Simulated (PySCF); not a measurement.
SMILES C=C[CH2][AlH][O]C, GFN2-xTB optimised geometry.

```
15

Al     0.12     0.94     0.00
C      2.14     0.94     0.00
C      2.62     0.31    -1.27
C      3.24     0.95    -2.25
H      2.51     0.34     0.85
H      2.55     1.95     0.10
H      2.42    -0.75    -1.37
H      3.46     2.00    -2.18
H      3.55     0.45    -3.15
H     -0.70     2.22     0.00
O     -0.77    -0.44    -0.05
C     -1.56    -1.60    -0.11
H     -1.37    -2.22     0.77
H     -2.62    -1.33    -0.12
H     -1.33    -2.17    -1.01
```

Density from PBE0/def2-TZVP in PySCF 2.14.0 at that geometry.

Minimum of the electron density along straight lines between bonded atoms, close to the bond critical point (lines longer than 1.1 times the sum of covalent radii, or with two minima, are not listed):

| bond | length / Å | ρ at the minimum / e bohr⁻³ | ∇²ρ there / e bohr⁻⁵ | position (fraction from the first atom) |
|---|---|---|---|---|
| Al1–C2 | 2.017 | 0.079 | 0.20 | 0.40 |
| C2–C3 | 1.493 | 0.258 | -0.66 | 0.49 |
| C3–C4 | 1.323 | 0.357 | -1.11 | 0.51 |
| C2–H5 | 1.100 | 0.266 | -0.86 | 0.64 |
| C2–H6 | 1.095 | 0.271 | -0.90 | 0.64 |
| C3–H7 | 1.085 | 0.285 | -1.01 | 0.64 |
| C4–H8 | 1.078 | 0.285 | -1.01 | 0.64 |
| C4–H9 | 1.077 | 0.286 | -1.02 | 0.64 |
| Al1–H10 | 1.530 | 0.090 | 0.25 | 0.51 |
| Al1–O11 | 1.646 | 0.113 | 0.97 | 0.44 |
| O11–C12 | 1.400 | 0.256 | -0.40 | 0.66 |
| C12–H13 | 1.092 | 0.284 | -1.00 | 0.65 |
| C12–H14 | 1.092 | 0.285 | -1.01 | 0.65 |
| C12–H15 | 1.092 | 0.284 | -1.00 | 0.65 |
